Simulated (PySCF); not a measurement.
**Correlation energy of F³⁺ (fluorine, charge +3)**

[He] 2s2 2p2, high-spin 3P determinant. Calculation: PySCF 2.14, in x2c-QZVPPall (7s4p3d2f1g, 57 functions); the spin-free X2C one-electron Hamiltonian (Gaussian nucleus). Frozen: 1s2; 4 electrons correlated.

```tsv
level	correlation energy (mhartree)
CCSD	-106.40
(T)	-1.30
CCSD(T)	-107.70
```

Diagnostics: T1 = 0.0038, D1 = 0.0078, largest double amplitude 0.121.

Cost of the coupled-cluster step: of the order of 4 core-seconds, for 4 correlated electrons.
